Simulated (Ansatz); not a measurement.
CH7BSi2, SMILES `B[SiH]1C[SiH2]1`, relaxed with RKS PBE-D4/def2-SVP in Ansatz from a rough embedded geometry. The force threshold is 0.03 eV/Å; the program also tests the step.

Total charge 0; spin multiplicity 1.

Start:

```xyz
11

B     1.497    0.433    1.291
Si    0.660    0.538   -0.383
C    -0.259   -0.979   -0.865
Si   -1.578    0.135   -0.175
H     0.890    0.259    2.325
H     2.725    0.581    1.414
H     0.795    1.702   -1.318
H    -0.013   -1.842   -0.336
H    -0.337   -1.089   -2.026
H    -2.444    0.678   -1.132
H    -1.935   -0.417    1.205
```

**Question.** By how much does the energy fall, and how many steps does the optimiser take? (An estimate is asked.)

**Answer.** Ansatz gave: 37.20 kcal/mol, in 18 steps, 3 of them rejected.

**Question.** Which bonds change most? (Best estimate.)

**Answer.** Ansatz gave: B1–Si4 from 3.419 to 2.184 Å; Si2–Si4 from 2.284 to 2.423 Å; Si4–H10 from 1.400 to 1.500 Å; C3–Si4 from 1.860 to 1.939 Å.

**Question.** Give the relaxed structure. (An estimate is asked.)

**Answer.** Ansatz gave: 
```xyz
11

B     0.945    0.607    1.196
Si    1.215    0.108   -0.667
C    -0.262   -1.017   -1.047
Si   -1.000    0.151    0.313
H     0.892   -0.278    2.038
H     1.350    1.703    1.535
H     1.313    1.168   -1.749
H    -0.181   -2.048   -0.652
H    -0.690   -1.009   -2.065
H    -1.863    1.220   -0.291
H    -1.717   -0.606    1.389
```
